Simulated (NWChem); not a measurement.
# CH4Be; SMILES [BeH][CH3]

```xyz
6

Be     0.0000     0.0000    -1.0606
H      0.0000     0.0000    -2.4050
C      0.0000     0.0000     0.6189
H      0.7236     0.7312     1.0443
H      0.2715    -0.9923     1.0443
H     -0.9951     0.2610     1.0443
```
Atoms are numbered in this order, from 1.

Geometry: optimised at PBE-D3(BJ)/def2-SVP.

Q: List the 4 lowest vertical singlet excitations from PBE/def2-SVP, full TDDFT (NWChem).

A: 
| state | energy (eV) | oscillator strength | leading excitation (squared amplitude) |
|---|---|---|---|
| S1 | 6.11 | 0.000 | HOMO → LUMO (1.00) |
| S2 | 6.11 | 0.000 | HOMO → LUMO+1 (1.00) |
| S3 | 7.55 | 0.241 | HOMO−1 → LUMO (0.98) |
| S4 | 7.55 | 0.241 | HOMO−1 → LUMO+1 (0.98) |
